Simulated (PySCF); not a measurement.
Isomers of C6H11N, one GFN2-xTB conformer each. Single-point energies are computed at PBE0/pcSseg-1 (PySCF, gas phase, no added dispersion term), electronic only.

```tsv
SMILES	GFN2-xTB relative energy (kcal/mol)
CCN=C1CCC1	15.2
N=C1CCCCC1	0.0
C=C/C(C)=N\CC	28.3
CC[C@@H]1C=CCN1	15.0
CN=C1CC(C)C1	13.4
C1=CCCNCC1	14.2
```

Conformers: `[CH3:1][CH2:2][N:3]=[C:4]1[CH2:5][CH2:6][CH2:7]1` with C1–C2–N3–C4 -121°; `[NH:1]=[C:2]1[CH2:3][CH2:4][CH2:5][CH2:6][CH2:7]1` with N1–C2–C3–C4 -126°, C2–C3–C4–C5 -55°, C3–C4–C5–C6 59°, C4–C5–C6–C7 -59°; `[CH2:1]=[CH:2]/[C:3]([CH3:4])=[N:5]\[CH2:6][CH3:7]` with C1–C2–C3–C4 0°, C3–N5–C6–C7 180°; `[CH3:1][CH2:2][C@@H:3]1[CH:4]=[CH:5][CH2:6][NH:7]1` with C1–C2–C3–C4 -176°, C2–C3–C4–C5 -132°, C4–C5–C6–N7 10°, C5–C6–N7–C3 -15°, C2–C3–N7–C6 138°; `[CH:1]1=[CH:2][CH2:3][CH2:4][NH:5][CH2:6][CH2:7]1` with C1–C2–C3–C4 -58°, C2–C3–C4–N5 75°, C3–C4–N5–C6 -67°, C4–N5–C6–C7 67°.

Q: What does PBE0/pcSseg-1 give for the same structures?

A: 
| SMILES | PBE0/pcSseg-1 E (Eh) | PBE0/pcSseg-1 (kcal/mol) | GFN2-xTB (kcal/mol) | point group |
| --- | --- | --- | --- | --- |
| N=C1CCCCC1 | -289.62386 | 0.0 | 0.0 | – |
| C1=CCCNCC1 | -289.59380 | 18.9 | 14.2 | Cs |
| CC[C@@H]1C=CCN1 | -289.59351 | 19.0 | 15.0 | C1 |
| CN=C1CC(C)C1 | -289.58219 | 26.1 | 13.4 | C1 |
| C=C/C(C)=N\CC | -289.58199 | 26.3 | 28.3 | Cs |
| CCN=C1CCC1 | -289.58172 | 26.4 | 15.2 | C1 |

Both levels put the same isomer lowest; measured from each level's own lowest isomer, the values differ by up to 12.7 kcal/mol (CN=C1CC(C)C1: 13.4 against 26.1). As drawn, the lowest has an N–H bond, which the highest lacks; the highest has a four-membered ring, which the lowest lacks. Neighbours under 2.5 kcal/mol apart (C1=CCCNCC1 and CC[C@@H]1C=CCN1; CN=C1CC(C)C1 and C=C/C(C)=N\CC; C=C/C(C)=N\CC and CCN=C1CCC1) can change places with a better method, another conformer or zero-point energy.

Q: Which frontier levels, dipoles and rotational constants go with these structures?

A: 
```json
{"SMILES": "N=C1CCCCC1", "HOMO (eV, PBE0/pcSseg-1)": "-7.00", "LUMO (eV)": "0.24", "dipole (D)": "2.41", "A, B, C (MHz)": "4205, 2548, 1794"}
{"SMILES": "C1=CCCNCC1", "HOMO (eV, PBE0/pcSseg-1)": "-6.01", "LUMO (eV)": "0.38", "dipole (D)": "0.88", "A, B, C (MHz)": "3401, 3242, 1862"}
{"SMILES": "CC[C@@H]1C=CCN1", "HOMO (eV, PBE0/pcSseg-1)": "-6.35", "LUMO (eV)": "0.56", "dipole (D)": "1.20", "A, B, C (MHz)": "6078, 1845, 1520"}
{"SMILES": "CN=C1CC(C)C1", "HOMO (eV, PBE0/pcSseg-1)": "-6.68", "LUMO (eV)": "0.19", "dipole (D)": "1.84", "A, B, C (MHz)": "7116, 1518, 1371"}
{"SMILES": "C=C/C(C)=N\\CC", "HOMO (eV, PBE0/pcSseg-1)": "-6.80", "LUMO (eV)": "-1.29", "dipole (D)": "1.95", "A, B, C (MHz)": "5447, 1439, 1163"}
{"SMILES": "CCN=C1CCC1", "HOMO (eV, PBE0/pcSseg-1)": "-6.73", "LUMO (eV)": "0.10", "dipole (D)": "1.71", "A, B, C (MHz)": "7218, 1417, 1304"}
```
